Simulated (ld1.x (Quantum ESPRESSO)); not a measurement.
## holmium (Ho): excitation energies, all-electron against RRKJ

Ho, norm-conserving RRKJ (Kleinman–Bylander form), made with ld1.x (Quantum ESPRESSO) 7.5 (LDA (PZ), scalar-relativistic). Core [Xe], reference 4f11 5d0 6s1 6p0 (charge +1). Waves: 6s (bound): rc 3.25 bohr; 5d (bound, empty): rc 2.25 bohr; 4f (bound): rc 0.75 bohr; 6p (bound, empty): rc 3.75 bohr. Local part: the p channel. Core correction: Bessel-smoothed model core inside 0.65 bohr. rho0 = 0.02.

Energies are relative to the spin-unpolarised reference configuration 4f11 5d0 6s1 6p0; without spin polarisation the order of configurations can differ from experiment. Spin-polarised rows fill each open shell by Hund’s rule, majority spin first. Not all tests gave a result: 1 of 9 tests not solved or not reliable. Left out of the table: 4f12 5d0 6s0 6p0 (solver errors, printed error -2010 eV).

(1) Give the all-electron excitation energy and the error of the potential for: 4f11 5d0 6s2 6p0; 4f11 5d0 6s0 6p0; 4f10 5d0 6s0 6p0; 4f10 5d0 6s2 6p0; 4f11 5d1 6s0 6p0; 4f11 5d0 6s1.5 6p0; 4f11 5d0 6s1 6p0 (spin-polarised); 4f11 5d0 6s2 6p0 (spin-polarised).

Levels in the configuration 4f11 5d0 6s0 6p0:

```tsv
level	all-electron (eV)	pseudo (eV)
4f	-17.590	-17.943
```

## Answers

(1)

| valence configuration | charge | ΔE all-electron (eV) | error AE − PS (meV) |
| --- | --- | --- | --- |
| 4f11 5d0 6s2 6p0 | 0 | -6.528 | +2.6 |
| 4f11 5d0 6s0 6p0 | +2 | 12.021 | -36 |
| 4f10 5d0 6s0 6p0 | +3 | 38.313 | -3049 |
| 4f10 5d0 6s2 6p0 | +1 | 4.056 | -1544 |
| 4f11 5d1 6s0 6p0 | +1 | 2.346 | -32 |
| 4f11 5d0 6s1.5 6p0 | +0.5 | -3.925 | +0.9 |
| 4f11 5d0 6s1 6p0 (spin-polarised) | +1 | -1.794 | +14 |
| 4f11 5d0 6s2 6p0 (spin-polarised) | 0 | -8.091 | +6.4 |

These tests converged, but a pseudo level misses the all-electron one widely, so the file describes the atom poorly there or has found another state: 4f10 5d0 6s0 6p0: 4f by 6.0 eV (a node warning on the way); 4f10 5d0 6s2 6p0: 4f by 3.1 eV.
